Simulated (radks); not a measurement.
All-electron atom: As+ in [Ar] 3d10 4s2 4p1 5s1 (not the ground configuration). All-electron calculation, Dirac Kohn-Sham, PBE, spin-unpolarised, spherical densities, finite nucleus; open shells fill j = l - 1/2 first; Fermi nuclear charge, rms radius 4.0968 fm. Program: a radial shooting solver on a logarithmic mesh with Libxc functionals.

Spin-orbit splittings of the eigenvalues, e(l+1/2) - e(l-1/2), with zeta = 2 splitting/(2l+1) and mean radii in bohr:

shell  occ.  splitting (eV)  zeta (eV)  <r> j=l-1/2  <r> j=l+1/2
2p        6           36.57      24.38       0.1746       0.1783
3p        6           5.024      3.349       0.6098       0.6204
3d       10          0.7307     0.2923       0.6730       0.6777
4p        1          0.3838     0.2558        2.175        2.210
4d        0         0.01735   0.006939        4.114        4.128
5p        0         0.06209    0.04139        5.838        5.894
